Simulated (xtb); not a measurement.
thiadiazoloquinoxaline (C₈H₄N₄S), SMILES c1cnc2cc3nsnc3cc2n1. All values are semi-empirical tight-binding results from xtb (GFN2-xTB unless named), good for trends rather than for accurate numbers. Geometry optimised at GFN2-xTB.

Optimised geometry:

Bonds (Å): C1–C2 1.422, C1–N13 1.297, C1–H14 1.082, C2–N3 1.297, C2–H15 1.082, N3–C4 1.360, C4–C5 1.391, C4–C12 1.442, C5–C6 1.388, C5–H16 1.077, C6–N7 1.343, C6–C10 1.452, N7–S8 1.597, S8–N9 1.597, N9–C10 1.343, C10–C11 1.388, C11–C12 1.391, C11–H17 1.077, C12–N13 1.360. Angles (°): C2–C1–N13 122.2, C2–C1–H14 120.9, N13–C1–H14 116.9, C1–C2–N3 122.2, C1–C2–H15 120.9, N3–C2–H15 116.9, C2–N3–C4 117.7, N3–C4–C5 118.8, N3–C4–C12 120.1, C5–C4–C12 121.1, C4–C5–C6 117.9, C4–C5–H16 120.4, C6–C5–H16 121.7, C5–C6–N7 127.5, C5–C6–C10 121.0, N7–C6–C10 111.6, C6–N7–S8 108.7, N7–S8–N9 99.5, S8–N9–C10 108.7, C6–C10–N9 111.6, C6–C10–C11 121.0, N9–C10–C11 127.5, C10–C11–C12 117.9, C10–C11–H17 121.7, C12–C11–H17 120.4, C4–C12–C11 121.1, C4–C12–N13 120.1, C11–C12–N13 118.8, C1–N13–C12 117.7.
Charge 0, spin multiplicity 1.

### Question
Estimate the properties. (The exact figures need the calculation; the answer reports its results.)

### Answer

point group as xtb finds it: C2v
orbital gap: 0.86 eV
zero-point energy: 68.2 kcal/mol
G − E(el) at 298.15 K (modified RRHO): 46.9 kcal/mol
static polarisability (D4 model): 125.9 bohr³
solvation energy, GFN2-xTB/ALPB(water): -6.8 kcal/mol
solvation energy, GFN2-xTB/ALPB(toluene): -10.0 kcal/mol

### Question
Give the atomic charges and the Wiberg bond orders between heavy atoms. (The exact figures need the calculation; the answer reports its results.)

### Answer
charges (e) C1 0.06, C2 0.06, N3 -0.21, C4 0.08, C5 -0.05, C6 0.07, N7 -0.27, S8 0.39, N9 -0.27, C10 0.07, C11 -0.05, C12 0.08, N13 -0.21, H14 0.05, H15 0.05, H16 0.07, H17 0.07. Bond orders C1–C2 1.22, C2–N3 1.61, N3–C4 1.24, C4–C5 1.38, C5–C6 1.34, C6–N7 1.33, N7–S8 1.48, S8–N9 1.48, C6–C10 1.12, N9–C10 1.33, C10–C11 1.34, C4–C12 1.16, C11–C12 1.38, C1–N13 1.61, C12–N13 1.24.
